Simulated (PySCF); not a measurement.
Static response to an electric field

Compound: C4H9NOSi.
Structure used (GFN2-xTB), in Å, numbered top down from 1:
```
atom  x, y, z in Å
C1     0.683    0.924    0.975
C2     0.107    0.142    0.068
Si3   -1.754   -0.156   -0.144
N4    -2.486    0.640    1.205
C5     0.840   -0.527   -1.016
C6     2.340   -0.651   -0.934
O7     0.208   -0.970   -1.955
H8     0.092    1.427    1.723
H9     1.746    1.119    1.004
H10   -1.977   -1.606   -0.216
H11   -2.268    0.552   -1.311
H12   -3.488    0.726    1.204
H13   -2.176    0.405    2.135
H14    2.699   -1.303   -1.726
H15    2.637   -1.046    0.035
H16    2.788    0.334   -1.059
```

Level: wB97X-D/def2-SVPD (PySCF), static field, nuclei fixed, core orbitals frozen in the response. The polarisability tensor in these axes (au):

```
x   93.95  1.59  0.68
y    1.59 74.15 14.78
z    0.68 14.78 84.72
```

Question: Diagonalise the tensor; give its mean and Δα, where Δα² is half the sum of the squared differences of the eigenvalues.

Answer: Principal values 63.71, 92.97 and 96.14 au; mean 84.27 au = 12.49 Å³ = 13.89 × 10⁻⁴⁰ C²·m²/J; Δα = 30.96 au (37 % of the mean).

Question: What is the dipole moment, and where does it point?

Answer: (1.28, 0.80, 3.01) D, 3.37 D in size, pointing from the negative to the positive side. Measured along this direction, the outermost atoms are H11 and O7 at the negative end and H8 and H9 at the positive end.

Question: Along which axes do the principal values lie, and how far do the nuclei extend along each?

Answer: Largest value along (0.56, 0.49, 0.67), where the nuclei span 4.24 Å; middle along (0.83, -0.30, -0.48), 7.12 Å; least along (-0.03, 0.82, -0.57), 2.40 Å. The strongest response doesn't lie along the longest of the three spans.

Question: Find the Langevin capture rate constant for O2+ (31.990 u) meeting this molecule (115.045 u), k = 2.342 × 10⁻⁹ cm³/s × √(α in Å³ / reduced mass in u).

Answer: The reduced mass is 25.03 u, so k = 1.65 × 10⁻⁹ cm³/s. The formula leaves out the permanent dipole, which adds to the capture rate.

Question: Sum over states: ᾱ = Σ f/ω², ω in Eh. What share falls to these 8 lowest TDDFT singlets (eV, f)? 3.91, 0.0010; 5.38, 0.0009; 5.92, 0.0123; 6.17, 0.2399; 6.63, 0.0320; 7.06, 0.0007; 7.54, 0.0292; 7.57, 0.0075.

Answer: They add up to 6.02 au, 7.1 % of the 84.27 au; the largest single term is 4.67 au, from the state at 6.17 eV. Terms in order: 0.05, 0.02, 0.26, 4.67, 0.54, 0.01, 0.38, 0.10 au. Higher excitations give the rest. The strengths listed sum to 0.323.

Question: Give the eigenvalues of the traceless quadrupole moment Θ = ½Σq(3rr − r²1), origin at the centre of nuclear charge.

Answer: -8.63, -3.59, 12.22 D·Å. The values depend on the origin, since the dipole doesn't vanish. The electronic extent ⟨r²⟩ about the same centre is 1088 bohr², a root-mean-square distance of 2.22 Å for the 62 electrons.

Question: Molar refractivity from α?

Answer: Lorentz–Lorenz: R = (4π/3)N_A α = 2.5225 cm³/(mol·Å³) × 12.49 Å³ = 31.5 cm³/mol, in the limit of long wavelengths.

Isolated species at its GFN2-xTB geometry (one conformer only).

The pairwise dispersion term of wB97X-D wasn't added to the energies; at a given geometry it leaves orbitals and properties as they are.
